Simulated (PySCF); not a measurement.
AuCl (SMILES [Cl][Au]), singlet, geometry from GFN2-xTB (such geometries of metal compounds can be far from the true shape) (core potentials on Au). Base run: CAMB3LYP/def2-SVPD, polarisability (PySCF).

Here is a job for PySCF.
```python
from pyscf import gto, scf, dft
from pyscf.prop import polarizability

mol = gto.Mole()
mol.atom = '''
    Au   -0.00000000   -0.00000000   -0.39614556
    Cl    0.00000000    0.00000000    1.84091171
'''
mol.basis = 'def2-svpd'
mol.ecp = {'Au': 'def2-svpd'}
mol.verbose = 3
mol.build()

mf = dft.RKS(mol)
mf.xc = 'camb3lyp'
mf.kernel()
alpha = mf.Polarizability().polarizability()[2, 2]
print('alpha_zz =', alpha)
```

Variants of this job, named by their change:

| change | alpha_zz (bohr³) | basis functions | core-seconds (rough) |
|---|---|---|---|
| base | 57.41 | 62 | 10 |
| finite field (a.u.) = 0.02; conv_tol = 1e-11 | 58.14 | 62 | 10 |
| finite field (a.u.) = 2e-4; conv_tol = 1e-11 | 57.41 | 62 | 10 |
| finite field (a.u.) = 0.001; conv_tol = 1e-11 | 57.41 | 62 | 10 |
| basis = def2-TZVP | 54.29 | 77 | 20 |
| finite field (a.u.) = 0.001; conv_tol = 1e-6 | 57.42 | 62 | 9 |
| basis = def2-TZVPD | 59.13 | 89 | 30 |
| basis = def2-SVP | 49.66 | 50 | 9 |
| finite field (a.u.) = 2e-4; conv_tol = 1e-6 | 57.96 | 62 | 7 |
| functional = pbe0 | ___ | 62 | 9 |
| functional = hf | 48.46 | 62 | 1 |
| functional = pbe | ___ | 62 | 7 |

Question: Fill in the missing entries.

Answer: 
- functional = pbe0, alpha_zz (bohr³): 58.18
- functional = pbe, alpha_zz (bohr³): 61.52

Finite-field rows take the second difference of the energy in a field along z; a small field with loose convergence shows SCF noise divided by the square of the field, and a large one adds hyperpolarisability.
